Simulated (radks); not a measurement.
Values are calculated unless marked as measured or tabulated.
Q: Coherent X-ray form factor from a spherical all-electron density. Code: a radial shooting solver on a logarithmic mesh with Libxc functionals. Model: scalar-relativistic Kohn-Sham, PBE, spin-unpolarised, spherical densities, point nucleus.

sin(theta)/lambda (1/angstrom)  f0 (electrons)
0.05                                    18.705
0.1                                     17.879
0.15                                    16.675
0.2                                     15.273
0.25                                    13.834
0.3                                     12.472
0.4                                     10.225
0.5                                      8.681
0.6                                      7.677
0.8                                      6.452
1                                        5.490
1.25                                     4.337
1.5                                      3.347
2                                        2.092

The species is in the configuration that NIST lists as its ground one. Which atom or ion scatters so?

A: The scandium ion Sc2+, [Ar] 3d1. Extrapolating in s^2 from the first two rows gives f0(0) = 19.0, near the electron count 19; among species with that count, the fall with angle is slower the higher Z, and the table is that of Z = 21; from so few rows the species is fixed only to a neighbour or two.
